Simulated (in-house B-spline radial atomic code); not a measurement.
Pd²⁺ is squeezed into an impenetrable sphere of radius R (the orbitals vanish at R). Computed with an all-electron radial atomic-structure program (B-spline basis): Dirac-Kohn-Sham LDA VWN5, spherical fractional occupations, Fermi nucleus of rms radius 4.5318 fm.

Energies in eV above the free ion in [Kr] 4d8:

```tsv
R (bohr)	highest level (eV)	[Kr] 4d8	[Ar] 3d9 4s2 4p6 4d8 4f1	[Ar] 3d10 4s2 4p5 4d9
9.9	-27.4	0	362.8	48.94
6.52	-27.4	0.002566	364.6	48.94
4.85	-27.2	0.1463	368.4	49.08
4.37	-26.9	0.451	370.6	49.37
3.56	-25.3	2.947	377.6	51.89
2.81	-19.6	17.33	398	66.86
2.68	-17.6	23.88	405.7	73.71
2.31	-7.93	61.94	447.6	113.4
1.82	25	249.5	641.3	306.9
1.56	66.7	564.3	961.7	627.9
```

Q: Does [Ar] 3d9 4s2 4p6 4d8 4f1 fall below [Kr] 4d8 under compression?

A: No, it stays above over the whole range.

Q: Does [Ar] 3d10 4s2 4p5 4d9 fall below [Kr] 4d8 under compression?

A: No, it stays above over the whole range.

The highest level is first positive in the row R = 1.82 bohr, pushed up by confinement above the zero of the free ion's potential. Each configuration is held fixed and needn't be the lowest in the sphere.
